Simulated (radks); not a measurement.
Results of a calculation; reference values are marked as such.
Question: Radial electron density D(r) = 4 pi r^2 rho(r) of an atom or ion with 52 electrons. Level of theory: Dirac Kohn-Sham, PBE, spin-unpolarised, spherical densities, finite nucleus; Fermi nuclear charge, rms radius of each element as measured or else 0.836 A^(1/3) + 0.57 fm (a radial shooting solver on a logarithmic mesh with Libxc functionals).

r (bohr),D(r) (e/bohr)
0.001388,3.968
0.001603,5.046
0.001836,6.309
0.00212,7.961
0.002429,9.872
0.002806,12.33
0.003214,15.12
0.003712,18.64
0.004253,22.53
0.004912,27.28
0.005627,32.35
0.006499,38.28
0.007445,44.28
0.008599,50.83
0.009851,56.93
0.01138,62.87
0.01303,67.57
0.01505,71.14
0.01725,72.82
0.01992,72.69
0.02282,70.94
0.02635,68.02
0.03019,65.25
0.03487,63.65
0.03995,64.57
0.04614,68.81
0.05286,75.56
0.06104,83.94
0.06994,90.52
0.08077,93.31
0.09254,90.57
0.1069,82.83
0.1224,74.12
0.1414,67.97
0.162,67.90
0.1871,73.10
0.2143,78.42
0.2475,78.19
0.2836,69.35
0.3275,53.26
0.3753,38.04
0.4334,28.40
0.4965,26.99
0.5734,29.87
0.657,31.41
0.7587,28.60
0.8692,22.52
1.004,15.48
1.15,10.50
1.328,7.525
1.522,6.091
1.757,4.944
2.013,3.721
2.325,2.353
2.664,1.279
3.077,0.5475
3.525,0.1991
4.071,0.05286
4.664,0.01144
5.386,0.001620
6.171,0.0001795

What is the nuclear charge?

Answer: Z = 55. The innermost maximum, from 1s, lies near gamma/Z bohr with gamma = sqrt(1 - (Z/c)^2) = 0.916, here 0.0167 bohr (found: 0.0184), and its height grows with Z. The density is that of the caesium ion Cs3+ in [Kr] 4d10 5s2 5p4; the configuration itself is not fixed sharply by these data, and Z only to a few units. D(r) has 4 maxima, at r = 0.0184, 0.0808, 0.230, 0.652 bohr, and minima at 0.0357, 0.152, 0.477 bohr, inside which lie 2.03, 11.23, 28.97 electrons.
